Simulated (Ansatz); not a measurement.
Cartesian coordinates (Å):
```xyz
10

N     -0.7028    -1.6078    -0.2622
Al     0.0000     0.0000     0.0000
N     -1.0565     1.4194     0.1311
N      1.7593     0.1885     0.1311
H     -0.1841    -2.4277    -0.5319
H     -1.6789    -1.8344    -0.1632
H     -2.0331     1.4366    -0.1134
H     -0.7674     2.3258     0.4608
H      2.4133    -0.5671     0.2553
H      2.2504     1.0667     0.0924
```
Charge 0, multiplicity 1.

Method: frozen-core CCSD(T)/cc-pVTZ // B3LYP-D3(BJ)/def2-TZVP in Ansatz (a program for electronic structure).

| Item | Result |
|---|---|
| HF energy | -408.95909 Ha |
| MP2 correlation energy | -0.72866 Ha |

Question: Estimate the CCSD correlation energy, the (T) correction, the total energy and the T1 diagnostic.

Answer: 
```
Property                         Value
-----------------------  -------------
CCSD correlation energy    -0.75511 Ha
(T) correction             -0.02767 Ha
CCSD(T) total energy     -409.74188 Ha
T1 diagnostic                    0.009
```
